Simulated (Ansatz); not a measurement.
Cost and result for the atomization energy of `CO[Si](N)(F)[SiH3]` (14 atoms, 13 bonds).

```xyz
14

C     1.8630   -0.4679    1.3744
O     0.6674   -0.7516    0.6741
Si    0.0070    0.1599   -0.5003
N    -0.0801    1.7934   -0.0183
F     0.9420    0.2113   -1.8019
Si   -1.9916   -0.9196   -1.0417
H     2.7252   -0.8563    0.8256
H     1.9941    0.6078    1.5241
H     1.8148   -0.9598    2.3471
H    -0.6210    2.0831    0.7792
H     0.0172    2.5314   -0.6959
H    -1.7769   -2.3486   -1.3920
H    -2.6403   -0.2360   -2.1941
H    -2.9209   -0.8471    0.1197
```

Charge 0, multiplicity 1. The structure was optimised at the PBE0-D4/def2-TZVP level. It is one conformer, not always the lowest. Program: Ansatz. All runs use 2 threads of an AMD EPYC 7R13 on a shared host and a share of an NVIDIA H100 80 GB. Times are those of one run each, without the atoms' runs, and a repeat can differ threefold. Electronic energies, without spin–orbit coupling; frozen cores. CCSD(T)/CBS adds CCSD(T) − MP2 in def2-TZVPP to the MP2 limit, and its time is that of the two runs behind it. T1 = 0.012. B3LYP takes the VWN-RPA correlation (the form of Gaussian; ORCA's B3LYP/G).

CCSD(T)/CBS is a level of theory with its own doubt, some kJ/mol a heavy atom from the limit and from the frozen cores, so smaller differences don't rank the functionals.

```tsv
level	functions	wall time	atomization (kJ/mol)	difference from CCSD(T)/CBS	per bond
PBE0-D4/def2-TZVPP	320	3.3 s	5052.6	-53.1	-4.1
PBE-D4/def2-TZVPP (with forces)	320	3.5 s	5136.2	30.5	2.3
r2SCAN-D4/def2-TZVPP (with forces)	320	3.5 s	5085.5	-20.2	-1.6
B3LYP-D4/def2-TZVPP (with forces)	320	3.9 s	5090.4	-15.3	-1.2
MP2/def2-QZVPP	608	5.5 s	5112.5	6.8	0.5
B2PLYP/def2-TZVPP	320	5.5 s	5032.2	-73.5	-5.7
ωB97X-V/def2-TZVPP	320	6.5 s	5119.5	13.8	1.1
ωB97M-V/def2-TZVPP (with forces)	320	7 s	5104.1	-1.6	-0.1
CCSD(T)/def2-TZVPP	320	8 s	4955.4	-150.3	-11.6
CCSD(T)/CBS(def2)	–	14 s	5105.7	0.0	0.0
```

In def2-TZVPP, CCSD(T) changes the Hartree–Fock value by +1255.5 kJ/mol (the triples alone add +65.8 kJ/mol) and MP2 by +1321.9 kJ/mol; breaking electron pairs costs correlation energy, which Hartree–Fock lacks. The D4 term adds +50.3 kJ/mol with B3LYP and +26.8 kJ/mol with PBE0; it sums over pairs of atoms, weighted by their polarisabilities, and B3LYP, whose exchange is more repulsive, gets the larger term. From PBE to PBE0 (25 % exact exchange), in def2-TZVPP and without D4, the atomization energy moves by −79.1 kJ/mol: exact exchange takes away binding that semilocal exchange gives to molecules.
